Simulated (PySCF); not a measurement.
CI3, SMILES [C+](I)(I)I, charge +1. Coordinates come from a PBE-D3(BJ)/def2-SVP optimisation. The def2 effective core potentials stand for the cores of I; spin–orbit coupling is left out.

Computed equilibrium geometry at PBE-D3(BJ)/def2-SVP (PySCF confirms it by a frequency run) as a Z-matrix, and its point group:
point group D3h.
```
C
I 1 2.0516
I 1 2.0516 2 120.00
I 1 2.0516 2 120.00 3 180.00
```
Charge +1, spin multiplicity 1.
